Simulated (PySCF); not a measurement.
**PIr at CAM-B3LYP**

Computed with CAM-B3LYP; basis P def2-TZVPP, Ir def2-TZVPP with ECP60; scalar-relativistic core potentials; PySCF 2.14.

```json
{
  "state": "triplet, unpaired electrons π ↑, δ ↑, a mixture of terms (⟨Lz²⟩ = 4.9)",
  "bond length": "2.036 Å",
  "harmonic wavenumber": "565 cm⁻¹",
  "force constant": "5.01 mdyn/Å",
  "rotational constant Be": "0.1524 cm⁻¹",
  "anharmonicity ωexe": "2.60 cm⁻¹",
  "vibration–rotation constant αe": "0.000625 cm⁻¹",
  "bond order (Mayer)": "2.61",
  "dipole moment (positive dipole means P(−)Ir(+))": "1.16 D"
}
```

De is left out where the level can put another filling of the metal’s s and d shells below the measured ground configuration, by anything from nothing to about 1 eV. These are scalar-relativistic numbers at best; spin–orbit coupling would shift them, the dissociation energy most. With d or f electrons several states lie close, and the lowest PBE0 determinant need not be the measured ground state.
